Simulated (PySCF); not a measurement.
# GeTe⁺ from Hartree–Fock to correlated methods

State: ²Π (doublet), unpaired electrons π ↑. Set-up: Ge def2-SVP, Te def2-SVP with ECP28; scalar-relativistic core potentials (PySCF 2.14). De refers to Ge⁺ + Te in their high-spin ground configurations, without counterpoise correction. The functionals are run spin-unrestricted. A positive dipole points towards Te; it is taken about the centre of mass and depends on that origin.

| Level | Re (Å) | ωe (cm⁻¹) | De (eV) | μ (D) | CPU s a point (SCF and correlation, without the integrals) |
| --- | --- | --- | --- | --- | --- |
| ROHF | 2.490 | 280 | 1.77 | -3.48 | 0.23 |
| ROHF-MP2 | 2.496 | 280 | 2.85 | n/a | 0.41 |
| ROHF-SCS-MP2 | 2.502 | 276 | 2.72 | n/a | n/a |
| ROHF-CCSD | 2.513 | 266 | 2.75 | n/a | n/a |
| ROHF-CCSD(T) | 2.530 | 255 | 2.95 | n/a | 14 |
| PBE | 2.525 | 257 | 3.69 | -2.55 | 0.89 |
| PBEsol | 2.505 | 264 | 3.91 | -2.47 | 0.66 |
| BP86 | 2.529 | 255 | 3.66 | -2.60 | 0.64 |
| TPSS | 2.516 | 260 | 3.57 | -2.56 | 1.3 |
| r²SCAN | 2.501 | 266 | 3.47 | -2.55 | 1.1 |
| PBE0 | 2.494 | 272 | 3.34 | -2.73 | 1.6 |
| CAM-B3LYP | 2.482 | 278 | 3.12 | -2.86 | 1.9 |

**Question.** Which functional lies closest to ROHF-CCSD(T) in De, which farthest, and by how much do they differ from it?

**Answer.** Closest is CAM-B3LYP (-4.8 pm in Re, +9.0 % in ωe, +0.17 eV in De against ROHF-CCSD(T) in the same basis), farthest PBEsol (-2.5 pm in Re, +3.5 % in ωe, +0.96 eV in De). CCSD(T) converges more slowly with the basis than the functionals do and binds too weakly in this one, so the order can change at the basis-set limit.

**Question.** What does a quarter of exact exchange do here, going from PBE to PBE0?

**Answer.** PBE0 less PBE: -3.1 pm in Re, +5.8 % in ωe, -0.35 eV in De. Exact exchange removes part of the self-interaction that spreads semilocal densities, and in most molecules shortens and stiffens the bond and lowers De; so it does here.

**Question.** What does the step from GGA to meta-GGA do here, going from PBE to r²SCAN?

**Answer.** r²SCAN less PBE: -2.4 pm in Re, +3.5 % in ωe, -0.22 eV in De. 

Correlated steps freeze 13 core orbitals. Correlated levels converge slowly with the basis: in double zeta they bind strong bonds too weakly, by up to about 1 eV, and carry superposition errors of some tenths. These are scalar-relativistic numbers at best; spin–orbit coupling would shift them, the dissociation energy most. For an ion De counts to the pair picked by the measured ionisation energies or electron affinities, which need not be the lowest pair at this level. The state was picked by a PBE0 search and need not be the measured ground state.

The whole job (state search and all levels along the bond) took about 4.2 min on 1 thread of Oxide Virtual Turin-like (shared host), peak memory 0.73 GiB.
